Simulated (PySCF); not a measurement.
ammonium (H4N+), SMILES [NH4+], charge +1. Coordinates come from a r2SCAN-D4/def2-TZVPD optimisation.

TDA-LC-ωPBE/def2-TZVPD (PySCF) puts the lowest singlet excitations at 15.43, 15.43, 15.43, 17.31, 17.31, 17.31 eV and the lowest triplet (TDA) at 14.37 eV.

Q: What are the lowest singlet roots from EOM-CCSD/aug-cc-pVDZ in PySCF? (An estimate is asked for; the answer gives what the named calculation found.)

A: 15.56, 15.56, 15.56, 17.65, 17.65, 17.65 eV; triplets 14.48, 14.48, 14.48 eV. S1 differs by 0.13 eV (second minus first; roots are paired by order, and the bases may differ).
